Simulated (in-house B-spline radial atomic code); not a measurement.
Settings and results of a run for the lead ion Pb⁴⁺. Computed with an all-electron radial atomic-structure program (B-spline basis): scalar-relativistic (X2C) revTPSS, spin-polarised, spherical fractional occupations, Fermi nucleus of rms radius 5.5012 fm.

Command:
```bash
python run_scf.py task.json out
```
Settings (nuclear radius in fm, mass in u):
```
Z                82
configuration    [Xe] 4f14 5d10
hamiltonian      x2c
method           revtpss,revtpss
spin_polarised   True
nucleus          fermi
rms_radius       5.5012
atomic_mass      207.97665
speed_of_light   137.035999084
```

Output (hartree, bohr):
```
 radial grid: 69 intervals, B-splines of order 8, outer radius 30.8511 bohr

 iter        energy (Eh)    residual
    1      -20880.051214    1.34e-01
    2      -20880.055534    2.27e-03
    3      -20880.055591    7.74e-04
    4      -20880.055594    3.49e-04
    5      -20880.055594    5.75e-05
    6      -20880.055594    2.26e-05
    7      -20880.055594    3.74e-06
    8      -20880.055594    1.04e-06
    9      -20880.055594    4.93e-07

 total energy                    -20880.05559
 kinetic                           24307.8642
 electron-nucleus                 -52754.6392
 Hartree                            7958.0019
 exchange-correlation               -391.2825

 orbital      occ     eigenvalue          <r>       <r^2>       <1/r>       r_max
 1s up      1.000     -3228.5260     0.015182 0.000327043     113.533    0.008832
 1s down    1.000     -3228.5260     0.015182 0.000327043     113.533    0.008832
 2s up      1.000      -578.5068    0.0667007  0.00533515      26.765     0.05695
 2s down    1.000      -578.5068    0.0667007  0.00533515      26.765     0.05695
 2p up      3.000      -498.9191    0.0607595  0.00453307     21.2874      0.0469
 2p down    3.000      -498.9191    0.0607595  0.00453307     21.2874      0.0469
 3s up      1.000      -140.1046     0.173933   0.0347539     9.57653      0.1613
 3s down    1.000      -140.1046     0.173933   0.0347539     9.57653      0.1613
 3p up      3.000      -117.1388     0.175515    0.035841     8.13764      0.1609
 3p down    3.000      -117.1388     0.175515    0.035841     8.13764      0.1609
 3d up      5.000       -92.5629     0.159899   0.0299314     7.49702      0.1313
 3d down    5.000       -92.5629     0.159899   0.0299314     7.49702      0.1313
 4s up      1.000       -32.9284     0.384302    0.166843     3.99807      0.3629
 4s down    1.000       -32.9284     0.384302    0.166843     3.99807      0.3629
 4p up      3.000       -25.3514     0.408873    0.190124     3.46242      0.3819
 4p down    3.000       -25.3514     0.408873    0.190124     3.46242      0.3819
 4d up      5.000       -16.2638     0.431171    0.214665     3.07579      0.3888
 4d down    5.000       -16.2638     0.431171    0.214665     3.07579      0.3888
 5s up      1.000        -6.8022     0.856433    0.821834     1.63467      0.7915
 5s down    1.000        -6.8022     0.856433    0.821834     1.63467      0.7915
 5p up      3.000        -4.6965      0.97412     1.06905     1.37574      0.8813
 5p down    3.000        -4.6965      0.97412     1.06905     1.37574      0.8813
 4f up      7.000        -6.3880     0.454138    0.247054     2.67422      0.3499
 4f down    7.000        -6.3880     0.454138    0.247054     2.67422      0.3499
 5d up      5.000        -2.2630      1.25692      1.8142     1.03825       1.064
 5d down    5.000        -2.2630      1.25692      1.8142     1.03825       1.064
```

Run time, properties included: 0.51 s on 1 thread of Arm Neoverse V2, on a shared host.

One-electron X2C: radii and densities carry no picture-change correction, so inner-shell <1/r> comes out high (for 1s by about 2 % at Z = 33, 5 % at 54, 10 % at 75, 30 % at 118) and <r> low.
